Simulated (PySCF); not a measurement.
**Working out the ionisation energy of Se²⁺**

Se²⁺ [Ar] 3d10 4s2 4p2 (3P) → Se³⁺ [Ar] 3d10 4s2 4p1 (2P). All numbers are calculated (PySCF 2.14, scalar relativity by spin-free X2C-1e, in x2c-QZVPPall (11s8p5d4f1g, 97 functions)). Frozen: [Ne]. Energies in hartree (1 hartree = 27.21139 eV):

| part | Se²⁺ (lower) | Se³⁺ (upper) |
| --- | --- | --- |
| UHF | -2427.068146 | -2425.929004 |
| MP2 opposite-spin | -0.543615 | -0.531619 |
| MP2 same-spin | -0.278330 | -0.267506 |

What does Hartree-Fock give?

(-2425.929004) − (-2427.068146) = 1.139142 hartree = 30.998 eV.

What do MP2 and SCS-MP2 (6/5 opposite-spin, 1/3 same-spin) give?

The opposite-spin parts differ by 0.326 eV and the same-spin parts by 0.295 eV. MP2: 30.998 + (0.326) + (0.295) = 31.619 eV. SCS-MP2: 30.998 + 1.2 × (0.326) + (0.295)/3 = 31.488 eV.

A first-order spin-orbit estimate adds -0.039 eV to MP2 (valence and next inner shell), giving 31.580 eV against 31.697 ± 0.019 eV (measured; NIST Atomic Spectra Database, ionization energies).

What remains against the reference includes basis incompleteness, the frozen core and correlation beyond second order.
